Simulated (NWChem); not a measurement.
System: C2H5FOSi; SMILES F[Si@H]1CCO1

```xyz
10

F      0.0321    -1.8147    -0.5520
Si     0.0243    -0.5351     0.4417
C      1.1377     0.8839    -0.0499
C     -0.2120     1.5931    -0.3166
O     -1.1658     0.5800     0.0698
H     -0.0331    -1.1055     1.8094
H      1.7451     1.3419     0.7435
H      1.7625     0.7292    -0.9405
H     -0.3608     1.8663    -1.3742
H     -0.3582     2.4961     0.2980
```
Atoms are numbered in this order, from 1.

Computed with NWChem. Pople sets run with spherical d functions. Geometry: optimised at PBE0/def2-SVP. Atomic charges in e: unrestrained fits to the electrostatic potential beside Mulliken populations; buried atoms are poorly determined by the fit.

For level B3LYP/def2-SVP:

```yaml
Mulliken F1: -0.33
ESP Si2: 0.98
Mulliken Si2: 0.81
Mulliken C3: -0.29
Mulliken C4: 0.25
Mulliken O5: -0.47
```

Question: What are these values for level Hartree-Fock/6-31G*?

Answer: 
* **Mulliken F1**: -0.53
* **ESP Si2**: 1.12
* **Mulliken Si2**: 1.35
* **Mulliken C3**: -0.68
* **Mulliken C4**: 0.02
* **Mulliken O5**: -0.76
